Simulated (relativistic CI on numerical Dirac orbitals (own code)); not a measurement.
# Level scheme of Pr XI

These numbers are calculated, not measured: Dirac-Coulomb-Breit CI, separate exchange-only KLI orbitals for each configuration, a model potential for QED, unscaled Slater integrals (own radial code, finite nucleus).

CI space (outside the closed core [Kr]): 4d10.5s2.5p, 4d10.5s2.4f, 4d10.5s.5p2, 4d10.5s.4f2, 4d10.5s.5p.4f, 4d10.5s2.5d, 4d10.5p3, 4d10.5p2.4f, 4d10.5s.5p.5d, 4d10.5s2.5f, 4d10.5s2.5g, 4d10.5s.5p.5f, 4d10.5p.4f.5d, 4d10.5s2.6s, 4d10.5p2.5d, 4d10.5s.4f.5f, 4d10.5s.5p.5g, 4d10.5s2.6p, 4d10.5s.5d2, 4d9.5s2.5p.4f, 4d10.5p.4f.6s, 4d10.5p2.6s, 4d10.5s.5p.6s, 4d10.5s2.6d, 4d10.5s.5d.6s, 4d10.5p2.5f, 4d10.5s.5p.6p, 4d10.5s2.7s, 4d10.5p.4f2, 4d10.4f3, 4d10.4f2.5d, 4d10.4f2.5f, 4d10.5s.4f.5d, 4d10.4f.5d2, 4d10.5p.5d2, 4d10.5d3, 4d10.5d2.5f, 4d10.5s.4f.6s, 4d10.4f2.6s, 4d10.4f.5d.6s, 4d10.5s.4f.5g, 4d10.4f2.5g, 4d10.4f.5d.5g, 4d10.5p.5f2, 4d10.4f.5f2, 4d10.5d.5f2, 4d10.5f3, 4d10.5p.4f.5f, 4d10.4f.5d.5f. Double excitations out of closed p, d and f shells are left out; levels of such configurations are missing from the list, as are those of other unlisted configurations, and high levels can miss mixing partners. Some configurations lack a partner that the ground configuration has and come out too high, among them 4d9.5s2.5p.4f, 4d10.5s2.5g, 4d10.5s2.6s, 4d10.5s2.6p, 4d10.5s2.6d.

The lowest level is 4d10.5s2.5p 2P°_1/2, with 98 % of that term; Hund's rules for 4d10.5s2.5p give 2P° with J = 1/2, in agreement.

| No. | Configuration | Term | J | E (eV) | % | Next component (%) | jj configuration (%) |
| --- | --- | --- | --- | --- | --- | --- | --- |
| 1 | 4d10.5s2.5p | 2P° | 1/2 | 0.0000 | 98 | 1 4d10.5p3 2P° | 5p1/2 (98) |
| 2 | 4d10.5s2.4f | 2F° | 5/2 | 1.1038 | 98 | 2 4d10.5p2.4f 2F° | 4f5/2 (98) |
| 3 | 4d10.5s2.4f | 2F° | 7/2 | 1.4918 | 98 | 2 4d10.5p2.4f 2F° | 4f7/2 (98) |
| 4 | 4d10.5s2.5p | 2P° | 3/2 | 4.7521 | 98 | 1 4d10.5p3 2P° | 5p3/2 (98) |
| 5 | 4d10.5s.5p.4f | 4G | 5/2 | 17.5227 | 52 | 29 4F | 5s 5p1/2 4f5/2 (94) |
| 6 | 4d10.5s.5p2 | 4P | 1/2 | 17.8404 | 87 | 10 2S | 5s 5p1/2^2 (75) |
| 7 | 4d10.5s.5p.4f | 4F | 7/2 | 17.9722 | 50 | 33 4G | 5s 5p1/2 4f7/2 (75) |
| 8 | 4d10.5s.5p.4f | 4F | 3/2 | 18.2790 | 83 | 9 2D | 5s 5p1/2 4f5/2 (77) |
| 9 | 4d10.5s.5p.4f | 4F | 5/2 | 18.6409 | 41 | 27 2F | 5s 5p1/2 4f7/2 (47) |
| 10 | 4d10.5s.5p.4f | 2F | 7/2 | 18.6783 | 51 | 21 4G | 5s 5p1/2 4f5/2 (62) |
| 11 | 4d10.5s.5p.4f | 4F | 9/2 | 18.8558 | 55 | 35 4G | 5s 5p1/2 4f7/2 (79) |
| 12 | 4d10.5s.5p.4f | 2F | 5/2 | 19.6334 | 42 | 27 4G | 5s 5p1/2 4f5/2 (47) |
| 13 | 4d10.5s.5p.4f | 2G | 7/2 | 20.1574 | 40 | 18 4G | 5s 5p1/2 4f7/2 (76) |
| 14 | 4d10.5s.5p2 | 4P | 3/2 | 20.5594 | 95 | 2 2D | 5s 5p1/2 5p3/2 (94) |
| 15 | 4d10.5s.4f2 | 4H | 7/2 | 21.5255 | 99 | 1 2G | 5s 4f5/2^2 (83) |
| 16 | 4d10.5s.4f2 | 4H | 9/2 | 21.6740 | 98 | 1 2H | 5s 4f5/2 4f7/2 (57) |
| 17 | 4d10.5s.4f2 | 4H | 11/2 | 21.8677 | 99 | 1 2H | 5s 4f5/2 4f7/2 (83) |
| 18 | 4d10.5s.5p2 | 4P | 5/2 | 21.9573 | 47 | 20 2D | 5s 5p1/2 5p3/2 (58) |
| 19 | 4d10.5s.4f2 | 4H | 13/2 | 22.0934 | 100 |  | 5s 4f7/2^2 (83) |
| 20 | 4d10.5s.5p.4f | 4G | 9/2 | 22.0950 | 58 | 37 4F | 5s 5p3/2 4f7/2 (59) |
| 21 | 4d10.5s.5p.4f | 4F | 7/2 | 22.1155 | 30 | 22 4G | 5s 5p3/2 4f5/2 (74) |
| 22 | 4d10.5s.4f2 | 4F | 3/2 | 22.5071 | 96 | 2 4d10.5s.5p.4f 4D | 5s 4f5/2^2 (61) |
| 23 | 4d10.5s.4f2 | 4F | 5/2 | 22.5505 | 64 | 18 4d10.5s.5p.4f 4D | 5s 4f5/2 4f7/2 (46) |
| 24 | 4d10.5s.4f2 | 4F | 5/2 | 22.7559 | 33 | 32 4d10.5s.5p.4f 4D | 5s 5p3/2 4f5/2 (49) |
| 25 | 4d10.5s.4f2 | 4F | 7/2 | 22.7605 | 90 | 3 4d10.5s.5p.4f 2G | 5s 4f5/2 4f7/2 (80) |
| 26 | 4d10.5s.5p.4f | 4G | 11/2 | 22.7754 | 100 |  | 5s 5p3/2 4f7/2 (100) |
| 27 | 4d10.5s.4f2 | 4F | 9/2 | 22.8396 | 75 | 17 2G | 5s 4f5/2 4f7/2 (58) |
| 28 | 4d10.5s.5p.4f | 4D | 7/2 | 22.9807 | 25 | 25 2F | 5s 5p3/2 4f7/2 (70) |
| 29 | 4d10.5s.5p.4f | 4D | 3/2 | 23.0478 | 72 | 13 4F | 5s 5p3/2 4f5/2 (90) |
| 30 | 4d10.5s.4f2 | 2H | 9/2 | 23.0967 | 71 | 13 2G | 5s 4f5/2 4f7/2 (44) |
| 31 | 4d10.5s.4f2 | 2G | 9/2 | 23.3575 | 55 | 24 2H | 5s 4f7/2^2 (55) |
| 32 | 4d10.5s.5p.4f | 4D | 1/2 | 23.3835 | 100 |  | 5s 5p3/2 4f5/2 (100) |
| 33 | 4d10.5s.4f2 | 2G | 7/2 | 23.5157 | 71 | 13 4d10.5s.5p.4f 2G | 5s 4f5/2 4f7/2 (47) |
| 34 | 4d10.5s.4f2 | 2H | 11/2 | 23.5234 | 99 | 1 4H | 5s 4f7/2^2 (65) |
| 35 | 4d10.5s.5p.4f | 2D | 5/2 | 23.8503 | 46 | 23 4D | 5s 5p3/2 4f7/2 (78) |
| 36 | 4d10.5s.5p.4f | 2D | 3/2 | 23.9752 | 43 | 32 4d10.5s.5p2 2D | 5s 5p3/2 4f7/2 (59) |
| 37 | 4d10.5s.4f2 | 2F | 5/2 | 24.0547 | 97 | 1 2D | 5s 4f5/2 4f7/2 (62) |
| 38 | 4d10.5s.4f2 | 2F | 7/2 | 24.3438 | 95 | 4 2G | 5s 4f7/2^2 (63) |
| 39 | 4d10.5s.5p.4f | 2G | 9/2 | 24.4041 | 81 | 14 4d10.5s.4f2 2G | 5s 5p3/2 4f5/2 (53) |
| 40 | 4d10.5s.4f2 | 2D | 3/2 | 25.1010 | 79 | 12 4d10.5s.5p.4f 2D | 5s 4f7/2^2 (35) |
| 41 | 4d10.5s.4f2 | 2D | 5/2 | 25.2932 | 88 | 6 4d10.5s.5p2 4P | 5s 4f7/2^2 (43) |
| 42 | 4d10.5s.4f2 | 4P | 1/2 | 25.8204 | 99 |  | 5s 4f5/2^2 (40) |
| 43 | 4d10.5s.4f2 | 4P | 3/2 | 25.9073 | 97 | 1 4d10.5s.5p2 4P | 5s 4f5/2 4f7/2 (90) |
| 44 | 4d10.5s.4f2 | 4P | 5/2 | 25.9668 | 94 | 4 4d10.5s.5p2 2D | 5s 4f5/2 4f7/2 (46) |
| 45 | 4d10.5s.4f2 | 2I | 13/2 | 26.0457 | 100 |  | 5s 4f5/2 4f7/2 (83) |
| 46 | 4d10.5s.4f2 | 2I | 11/2 | 26.0531 | 100 |  | 5s 4f5/2 4f7/2 (82) |
| 47 | 4d10.5s.5p2 | 2D | 3/2 | 26.8636 | 39 | 26 4d10.5s.5p.4f 2D | 5s 5p1/2 5p3/2 (43) |
| 48 | 4d10.5s.4f2 | 2P | 1/2 | 26.8643 | 65 | 21 4d10.5s.5p2 2P | 5s 4f5/2 4f7/2 (41) |
| 49 | 4d10.5s.4f2 | 2P | 3/2 | 27.3366 | 95 | 3 4d10.5s.5p2 2D | 5s 4f5/2 4f7/2 (58) |
| 50 | 4d10.5s.5p.4f | 2F | 5/2 | 27.6692 | 45 | 32 4d10.5s.5p2 2D | 5s 5p3/2^2 (36) |
| 51 | 4d10.5s.4f2 | 2P | 1/2 | 27.9408 | 34 | 32 4d10.5s.5p2 2P | 5s 5p1/2 5p3/2 (36) |
| 52 | 4d10.5s.5p.4f | 2F | 5/2 | 28.2067 | 45 | 27 4d10.5s.5p2 2D | 5s 5p3/2 4f5/2 (52) |
| 53 | 4d10.5s.5p.4f | 2F | 7/2 | 28.3347 | 90 | 4 2G | 5s 5p3/2 4f7/2 (78) |
| 54 | 4d10.5s.5p.4f | 2G | 7/2 | 29.0471 | 94 | 2 2F | 5s 5p3/2 4f5/2 (76) |
| 55 | 4d10.5s.5p.4f | 2G | 9/2 | 29.2801 | 94 | 2 4G | 5s 5p3/2 4f7/2 (82) |
| 56 | 4d10.5s.5p.4f | 2D | 3/2 | 29.4556 | 92 | 3 4d10.5s2.5d 2D | 5s 5p3/2 4f5/2 (80) |
| 57 | 4d10.5s.5p.4f | 2D | 5/2 | 29.8666 | 88 | 5 4d10.5s2.5d 2D | 5s 5p3/2 4f7/2 (75) |
| 58 | 4d10.5s.4f2 | 2S | 1/2 | 30.4867 | 59 | 29 4d10.5s.5p2 2P | 5s 4f7/2^2 (34) |
| 59 | 4d10.5s.5p2 | 2P | 3/2 | 33.0053 | 85 | 7 2D | 5s 5p3/2^2 (76) |
| 60 | 4d10.5s.5p2 | 2S | 1/2 | 34.1219 | 53 | 30 4d10.5s.4f2 2S | 5s 5p3/2^2 (62) |
| 61 | 4d10.5s2.5d | 2D | 3/2 | 39.5832 | 85 | 8 4d10.5s.5p2 2D | 5d3/2 (85) |
| 62 | 4d10.5s2.5d | 2D | 5/2 | 40.3244 | 87 | 7 4d10.5s.5p2 2D | 5d5/2 (87) |
| 63 | 4d10.5p.4f2 | 4I° | 9/2 | 40.9786 | 60 | 30 2H° | 5p1/2 4f5/2^2 (93) |
| 64 | 4d10.5p2.4f | 4G° | 5/2 | 41.0082 | 43 | 22 2F° | 5p1/2^2 4f5/2 (83) |
| 65 | 4d10.5p.4f2 | 4H° | 7/2 | 41.5120 | 54 | 27 2G° | 5p1/2 4f5/2^2 (70) |
| 66 | 4d10.5p.4f2 | 4I° | 11/2 | 41.6075 | 53 | 27 4H° | 5p1/2 4f5/2 4f7/2 (94) |
| 67 | 4d10.5p.4f2 | 4H° | 9/2 | 41.6825 | 43 | 21 4G° | 5p1/2 4f5/2 4f7/2 (92) |
| 68 | 4d10.5p2.4f | 4D° | 7/2 | 41.6914 | 25 | 20 4G° | 5p1/2^2 4f7/2 (77) |
| 69 | 4d10.5p.4f2 | 4G° | 5/2 | 42.0678 | 77 | 9 2F° | 5p1/2 4f5/2^2 (54) |
| 70 | 4d10.5p.4f2 | 4G° | 11/2 | 42.0689 | 44 | 35 2H° | 5p1/2 4f7/2^2 (78) |

Energies count from the lowest computed level; ° marks odd parity. Filled j subshells are mostly left out of the jj labels.

The mean weight of the leading LS term, summed over parents, in these 70 levels is 72 %, and that of the leading jj configuration (from the same eigenvectors) 69 %.

At this charge transitions that keep the count of f electrons are usually good to a few per cent. Levels and lines within the n = 5 or 6 shells can be off by up to 10 % or somewhat more, and those that change n by about 2 %, since core polarisation is missing. Levels that differ in their count of f electrons can be misplaced by several ten thousand cm⁻¹, since the correlation energy of f electrons is missing or only estimated; rates across such gaps can be off by orders of magnitude.

LS names give the leading component of a level, which can be under half, so a name can repeat, a term be missing and a line seem to break the LS rules.
